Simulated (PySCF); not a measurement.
## How methods differ on the ionisation energy of Ga

Ga [Ar] 3d10 4s2 4p1 (2P) → Ga⁺ [Ar] 3d10 4s2 (1S), as a difference of total energies. Calculation: PySCF 2.14, in aug-cc-pVTZ-DK; the spin-free X2C one-electron Hamiltonian (Gaussian nucleus). Correlated levels: valence: [Ar] 3d10 frozen. The calculations carry no spin-orbit coupling.

Question: Order these methods by the ionisation energy they give, lowest first.
A. TPSS
B. CAM-B3LYP
C. SCS-MP2 (valence)
D. r2SCAN

Answer: C (5.714 eV), A (5.984 eV), B (6.018 eV), D (6.115 eV).

A first-order spin-orbit estimate (lowest level to lowest level, LS coupling) adds 0.059 eV.

Errors of the correlated levels include the incompleteness of this basis and the frozen core.

For comparison: 5.999 eV (measured; NIST Atomic Spectra Database, ionization energies).
